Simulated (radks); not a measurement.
Coulomb parameter of the 4d shell of the silver ion Ag3+ in the model configuration [Kr] 4d7 5p1, as a second difference U = [E(n + 0.5) + E(n - 0.5) - 2 E(n)] / (0.5)^2 with all orbitals relaxed. "Bare": the charge of the atom changes with n. "Screened": the 5p shell takes up the change at fixed total charge, which measures U(4d,4d) + U(5p,5p) - 2 U(4d,5p). All-electron calculation, scalar-relativistic Kohn-Sham, PBE, spin-unpolarised, spherical densities, finite nucleus; Fermi nuclear charge, rms radius 4.5454 fm. Program: a radial shooting solver on a logarithmic mesh with Libxc functionals.

| case | configuration | E - E(n) (eV) |
|---|---|---|
| start | [Kr] 4d7 5p1 | 0.000 |
| bare +0.5 | [Kr] 4d7.5 5p1 | -22.739 |
| bare -0.5 | [Kr] 4d6.5 5p1 | 26.683 |
| screened +0.5 | [Kr] 4d7.5 5p0.5 | -11.277 |
| screened -0.5 | [Kr] 4d6.5 5p1.5 | 12.156 |

U(bare) = 15.775 eV, U(screened by 5p) = 3.518 eV, against the Slater integral F0(4d,4d) = 20.312 eV with frozen orbitals.
